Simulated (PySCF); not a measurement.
C7H7N3O, SMILES Cn1cccc1-c1nnco1.

Geometry: r2SCAN-D4/def2-SVP. The values are those of a single conformer.

Method: SMD-M06-2X/def2-SVP (PySCF).

Solvation free energies are E(SMD) − E(gas) at the gas-phase geometry, for 1 M in both phases. In vacuum the dipole moment is 2.00 D.

| solvent | ΔG(solv) (kcal/mol) | its non-electrostatic (CDS) part | dipole (D) |
|---|---|---|---|
| water | -6.8 | 3.9 | 2.59 |
| ethanol | -7.8 | 2.4 | 2.56 |
| tetrahydrofuran | -8.2 | -0.1 | 2.50 |
